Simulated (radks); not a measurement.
Values are calculated unless marked as measured or tabulated.
Ba7+, configuration [Kr] 4d10 5s2 5p1 (the NIST ground configuration).

Level of theory: scalar-relativistic Kohn-Sham, PBE, spin-polarised, spherical densities, finite nucleus; open shells are filled with parallel spins first (spin-orbit coupling, left out, can overturn this in heavy ions); Fermi nuclear charge, rms radius 4.8378 fm (a radial shooting solver on a logarithmic mesh with Libxc functionals).

Energy parts (hartree):
| part | energy |
|---|---|
| total | -8123.5550 |
| kinetic | 8575.7991 |
| electron-nucleus | -19498.0149 |
| Hartree | 2993.3679 |
| exchange-correlation | -194.7071 |

Orbitals (lengths in bohr, moments of r in powers of bohr; <r^-3> diverges for s and p1/2):
1s up: occ. 1; eigenvalue (hartree) -1372.474
1s down: occ. 1; eigenvalue (hartree) -1372.471
2s up: occ. 1; eigenvalue (hartree) -219.6900
2s down: occ. 1; eigenvalue (hartree) -219.6886
2p up: occ. 3; eigenvalue (hartree) -197.3518; <r^-3> 7027
2p down: occ. 3; eigenvalue (hartree) -197.3494; <r^-3> 7026
3s up: occ. 1; eigenvalue (hartree) -48.92837
3s down: occ. 1; eigenvalue (hartree) -48.92598
3p up: occ. 3; eigenvalue (hartree) -41.76482; <r^-3> 1382
3p down: occ. 3; eigenvalue (hartree) -41.76207; <r^-3> 1382
3d up: occ. 5; eigenvalue (hartree) -31.35962; <r^-3> 190.1
3d down: occ. 5; eigenvalue (hartree) -31.35699; <r^-3> 190.1
4s up: occ. 1; eigenvalue (hartree) -12.14751
4s down: occ. 1; eigenvalue (hartree) -12.14151
4p up: occ. 3; eigenvalue (hartree) -9.82919; <r^-3> 291.2
4p down: occ. 3; eigenvalue (hartree) -9.82259; <r^-3> 291.3
4d up: occ. 5; eigenvalue (hartree) -6.45409; <r^-3> 32.60
4d down: occ. 5; eigenvalue (hartree) -6.44458; <r^-3> 32.69
5s up: occ. 1; eigenvalue (hartree) -4.08044
5s down: occ. 1; eigenvalue (hartree) -4.03052
5p up: occ. 1; eigenvalue (hartree) -3.41295; <r^-3> 58.20
5p down: occ. 0; eigenvalue (hartree) -3.36131; <r^-3> 58.35
4f up: occ. 0; eigenvalue (hartree) -2.92913; <r^-3> 3.745
4f down: occ. 0; eigenvalue (hartree) -2.90658; <r^-3> 3.816
6s up: occ. 0; eigenvalue (hartree) -2.02278
6s down: occ. 0; eigenvalue (hartree) -1.99108

The highest occupied level is 5p up at -92.871 eV. Summed over all electrons, <r^2> = 21.36 bohr^2, which gives a Langevin (diamagnetic) susceptibility term of -16.9 x 10^-6 cm^3/mol. The spin density at the nucleus is -1.734 e/bohr^3 (1s -0.395, 2s 0.105, 3s 0.074, 4s 0.075, 5s -1.593). The density falls to 0.001 e/bohr^3 at r = 2.90 bohr. Spin moment in Bohr magnetons: 1. For comparison, the ionisation energy in NIST's Atomic Spectra Database is 101 eV (theoretical). In exact Kohn-Sham theory the highest level is minus the ionisation energy, but local and semilocal functionals leave it too shallow, through self-interaction and a potential that decays too fast; potentials with the right tail come closer.
